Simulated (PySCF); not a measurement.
PySCF job for B(CCH)(Cl)(F) (C2HBClF), SMILES B(F)(Cl)C#C, PBE0/pcJ-1. The structure is a stationary point at PBE-D3(BJ)/def2-SVP.

```python
import numpy as np
from pyscf import gto, scf, dft
from pyscf.prop.ssc import rks as ssc

mol = gto.M(
    atom='''
    B     0.39409983    0.05102949    0.00000000
    C    -0.11715453   -1.38259396   -0.00000000
    C    -0.54409842   -2.53438963    0.00000000
    H    -0.91961590   -3.54987759   -0.00000000
    Cl   -0.72719023    1.40948018   -0.00000000
    F     1.69765204    0.31505207   -0.00000000
    ''',
    basis='pcJ-1',
    charge=0,
    spin=0,
    max_memory=1600,
    verbose=3,
)
mf = dft.RKS(mol, xc='pbe0')
mf.grids.level = 3
mf.conv_tol = 1e-10
mf.max_cycle = 100
mf.kernel()
j = ssc.SSC(mf)
j.with_fcsd = True
j.max_cycle_cphf = 80
j.conv_tol = 1e-7
e11 = j.kernel()
```

It prints:

```
converged SCF energy = -658.457376847912
Reduced spin-spin coupling constant K (Hz)
               #0        #1        #2        #3        #4
        0 B    0.00000
        1 C   57.84420   0.00000
        2 C   10.89947  90.60879   0.00000
        3 H    0.66162   5.79607  33.27003   0.00000
        4 Cl -20.00319   9.10859   2.13469  -0.16452   0.00000
        5 F  -15.79559   5.73028   1.83783  -0.13792 -10.19887
               #5
        5 F    0.00000
Spin-spin coupling constant J (Hz)
               #0        #1        #2        #3        #4
        0 B    0.00000
        1 C  145.65469   0.00000
        2 C   27.44543 178.81911   0.00000
        3 H    6.62413  45.48129 261.06716   0.00000
        4 Cl -19.64519   7.01111   1.64313  -0.50351   0.00000
        5 F  -148.85981  42.32493  13.57453  -4.05041 -29.38089
               #5
        5 F    0.00000
```

Self-consistency was reached.

Cost: roughly 2.2 core-minutes.
